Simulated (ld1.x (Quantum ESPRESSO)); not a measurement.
## Bi: variants of one TM potential

Base potential:

bismuth (Bi), norm-conserving Troullier–Martins (Kleinman–Bylander form), made with ld1.x (Quantum ESPRESSO) 7.5 (LDA (PZ), fully relativistic). Core [Xe] 4f14, reference 5d10 6s2 6p1 (charge +2). Waves: 6s (bound): rc 1.70 bohr; 6p (bound): rc 2.05 bohr; 5d (bound): rc 1.50 bohr. Local part: all-electron potential smoothed inside 1.45 bohr (lloc = -2). Core correction: none.

Open shells are filled in proportion to 2j + 1 (rel_dist='average').

Cutoffs, loose and tight: the cutoffs (Ry, on a coarse ladder) from which the occupation-weighted sum of valence levels, in a spherical-Bessel basis at the reference potential, stays within 10 and 1 mRy of its value at 400 Ry. They do not see the model core or the augmentation charge, which bear on the density cutoff. Test errors are all-electron minus pseudo excitation energies from the reference, over the configurations 5d10 6s2 6p3; 5d10 6s2 6p2; 5d10 6s2 6p0; 5d10 6s1 6p4; 5d9 6s2 6p4; 5d9 6s2 6p3; 5d10 6s2 6p3.3. A dash means not determined; rows that change the core or the reference have their own tests.

A true bound ghost makes a file unfit for plane-wave use even where its test errors are small: the radial tests pick states by their node count and pass the ghost by.

| change | outcome | cutoff, loose | cutoff, tight | bound ghosts | largest test error (meV) |
| --- | --- | --- | --- | --- | --- |
| base | generated | 60 Ry | 100 Ry | s | -214 |
| local potential all-electron potential smoothed inside 1.70 bohr (lloc = -2) | generated | 60 Ry | 100 Ry | none | -163 |
| all radii scaled by about 0.73 (s 1.24, p 1.50, d 1.10 bohr); local potential all-electron potential smoothed inside 1.06 bohr (lloc = -2) | generated | 180 Ry | over 300 Ry | p3/2, s, p1/2 | +43 |
| core correction a·sin(br)/r model core inside 1.68 bohr | generated | 60 Ry | 100 Ry | s | -229 |
| wave 6p (bound): rc 2.05 bohr becomes 6p (bound): rc 2.00 bohr | generated | 60 Ry | 100 Ry | s | -197 |
| scalar-relativistic | generated | 60 Ry | 100 Ry | s | -221 |
| functional PBE | generated | 60 Ry | 100 Ry | s | -223 |
| local potential all-electron potential smoothed inside 2.44 bohr (lloc = -2) | generated | 60 Ry | 100 Ry | none | -246 |
| wave 6s (bound): rc 1.70 bohr becomes 6s (bound): rc 1.78 bohr | generated | 60 Ry | 90 Ry | s | -207 |
| wave 5d (bound): rc 1.50 bohr becomes 5d (bound): rc 1.00 bohr | generated | 140 Ry | 260 Ry | s | -210 |
